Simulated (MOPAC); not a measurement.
A run for MOPAC: PM6 on C2H4O3 (a complex), monomers drawn apart or pushed together.

```
PM6 1SCF PRECISE CHARGE=0 THREADS=1
C2H4O3

O      0.09206067 1    -1.04048031 1    -0.02434827 1
C     -0.03155531 1     0.03655820 1     0.38639047 1
O     -0.15904639 1     1.13147955 1     0.74846678 1
C     -0.08454947 1     0.09586913 1     4.45030639 1
O      0.13610177 1    -0.82200947 1     3.38569157 1
H     -1.02767797 1    -0.10038593 1     4.97047890 1
H     -0.13554436 1     1.08544526 1     4.00020655 1
H      0.73447739 1     0.08272832 1     5.17663529 1
H      0.17543070 1    -1.71655900 1     3.73704414 1
```

The log:

```
*******************************************************************************
 **                                                                           **
 **                              MOPAC v23.2.5                                **
 **                                                                           **
 *******************************************************************************
 ** MOPAC's Digital Object Identifier: https://doi.org/10.5281/zenodo.6511958 **
 **                                                                           **
 ** Please cite the open-source release paper for use of this MOPAC version:  **
 ** J. E. Moussa and J. J. P. Stewart (2026)                                  **
 ** MOPAC: An open-source semiempirical molecular orbital program             **
 ** J. Open Source Softw., 11(119), 8025, https://doi.org/10.21105/joss.08025 **
 *******************************************************************************

                              PM6 CALCULATION RESULTS

 *******************************************************************************
 *  PM6        - The PM6 Hamiltonian to be used
 *
 *
 *
 *                 CHARGE ON SYSTEM = 0
 *
 *
 *
 *  PRECISE    - TIGHTER CRITERIA TO BE USED
 *  1SCF       - DO 1 SCF AND THEN STOP
 *  THREADS=1  - MULTI-THREADING NOT USED
 *  T=         - A TIME OF 172800.0 SECONDS REQUESTED
 *  DUMP=N     - RESTART FILE WRITTEN EVERY 7200.0 SECONDS REQUESTED
 *******************************************************************************
PM6 1SCF PRECISE CHARGE=0 THREADS=1
 C2H4O3

   ATOM   CHEMICAL          X               Y               Z
  NUMBER   SYMBOL      (ANGSTROMS)     (ANGSTROMS)     (ANGSTROMS)

     1       O          0.09206067  *  -1.04048031  *  -0.02434827  *
     2       C         -0.03155531  *   0.03655820  *   0.38639047  *
     3       O         -0.15904639  *   1.13147955  *   0.74846678  *
     4       C         -0.08454947  *   0.09586913  *   4.45030639  *
     5       O          0.13610177  *  -0.82200947  *   3.38569157  *
     6       H         -1.02767797  *  -0.10038593  *   4.97047890  *
     7       H         -0.13554436  *   1.08544526  *   4.00020655  *
     8       H          0.73447739  *   0.08272832  *   5.17663529  *
     9       H          0.17543070  *  -1.71655900  *   3.73704414  *



          CARTESIAN COORDINATES

    NO.       ATOM           X           Y           Z

     1         O          0.0921     -1.0405     -0.0243
     2         C         -0.0316      0.0366      0.3864
     3         O         -0.1590      1.1315      0.7485
     4         C         -0.0845      0.0959      4.4503
     5         O          0.1361     -0.8220      3.3857
     6         H         -1.0277     -0.1004      4.9705
     7         H         -0.1355      1.0854      4.0002
     8         H          0.7345      0.0827      5.1766
     9         H          0.1754     -1.7166      3.7370

 General Reference for PM6:
 "Optimization of Parameters for Semiempirical Methods V: Modification of NDDO Approximations
 and Application to 70 Elements", J. J. P. Stewart, J. Mol. Mod., 13, 1173-1213 (2007)
 URL: https://link.springer.com/article/10.1007/s00894-007-0233-4

           Empirical Formula: C2 H4 O3  =     9 atoms



      MOLECULAR POINT GROUP   :   C1


      RHF CALCULATION, NO. OF DOUBLY OCCUPIED LEVELS = 15


 -------------------------------------------------------------------------------
 PM6 1SCF PRECISE CHARGE=0 THREADS=1
 C2H4O3



     1SCF WAS SPECIFIED, SO BFGS WAS NOT USED
     SCF FIELD WAS ACHIEVED


                              PM6 CALCULATION
                                                       MOPAC v23.2.5 Linux




          FINAL HEAT OF FORMATION =       -134.26399 KCAL/MOL =    -561.76052 KJ/MOL


          COSMO AREA              =        118.88 SQUARE ANGSTROMS
          COSMO VOLUME            =         98.18 CUBIC ANGSTROMS

          IONIZATION POTENTIAL    =         10.766788 EV
          HOMO LUMO ENERGIES (EV) =        -10.767  0.751
          NO. OF FILLED LEVELS    =         15
          MOLECULAR WEIGHT        =         76.0518         POINT GROUP:  C1

          MOLECULAR DIMENSIONS (Angstroms)

            Atom       Atom       Distance
            H     8    O     1     5.35953
            H     9    O     3     3.41516
            H     6    O     1     1.72259


          SCF CALCULATIONS        =          1





   ATOM   CHEMICAL          X               Y               Z
  NUMBER   SYMBOL      (ANGSTROMS)     (ANGSTROMS)     (ANGSTROMS)

     1       O          0.09206067  *  -1.04048031  *  -0.02434827  *
     2       C         -0.03155531  *   0.03655820  *   0.38639047  *
     3       O         -0.15904639  *   1.13147955  *   0.74846678  *
     4       C         -0.08454947  *   0.09586913  *   4.45030639  *
     5       O          0.13610177  *  -0.82200947  *   3.38569157  *
     6       H         -1.02767797  *  -0.10038593  *   4.97047890  *
     7       H         -0.13554436  *   1.08544526  *   4.00020655  *
     8       H          0.73447739  *   0.08272832  *   5.17663529  *
     9       H          0.17543070  *  -1.71655900  *   3.73704414  *

                             CARTESIAN COORDINATES

   1    O        0.092060670    -1.040480310    -0.024348270
   2    C       -0.031555310     0.036558200     0.386390470
   3    O       -0.159046390     1.131479550     0.748466780
   4    C       -0.084549470     0.095869130     4.450306390
   5    O        0.136101770    -0.822009470     3.385691570
   6    H       -1.027677970    -0.100385930     4.970478900
   7    H       -0.135544360     1.085445260     4.000206550
   8    H        0.734477390     0.082728320     5.176635290
   9    H        0.175430700    -1.716559000     3.737044140


           Empirical Formula: C2 H4 O3  =     9 atoms



      MOLECULAR POINT GROUP   :   C1


                  EIGENVALUES
 -35.39161 -33.53783 -30.21294 -24.93770 -21.08355 -18.26777 -17.83234 -17.79976
 -16.01572 -15.52712 -15.26911 -12.67239 -12.66511 -12.61568 -10.76679   0.75130
   0.78403   1.65240   2.54939   4.36029   4.97557   5.13447   5.55439   5.89947


              NET ATOMIC CHARGES AND DIPOLE CONTRIBUTIONS

  ATOM NO.   TYPE          CHARGE      No. of ELECS.   s-Pop       p-Pop
    1          O          -0.331723        6.3317     1.84037     4.49135
    2          C           0.664579        3.3354     1.04670     2.28872
    3          O          -0.332993        6.3330     1.84084     4.49215
    4          C          -0.177768        4.1778     1.08507     3.09270
    5          O          -0.534650        6.5346     1.80941     4.72524
    6          H           0.123542        0.8765     0.87646
    7          H           0.158010        0.8420     0.84199
    8          H           0.124153        0.8758     0.87585
    9          H           0.306849        0.6932     0.69315
 DIPOLE           X         Y         Z       TOTAL
 POINT-CHG.    -0.286     0.277     2.161     2.197
 HYBRID         0.038    -0.420     0.050     0.425
 SUM           -0.249    -0.143     2.211     2.229


          ATOMIC ORBITAL ELECTRON POPULATIONS

     Atom    s        px        py        pz
    1  O   1.84037   1.62461   1.29072   1.57602
    2  C   1.04670   0.74192   0.80061   0.74619
    3  O   1.84084   1.62496   1.27110   1.59610
    4  C   1.08507   1.12484   1.00472   0.96314
    5  O   1.80941   1.96821   1.31374   1.44328
    6  H   0.87646
    7  H   0.84199
    8  H   0.87585
    9  H   0.69315

 **********************
 *                    *
 * JOB ENDED NORMALLY *
 *                    *
 **********************




 == MOPAC DONE ==
```

The run finished.

Cost: roughly 0.03 core-seconds.
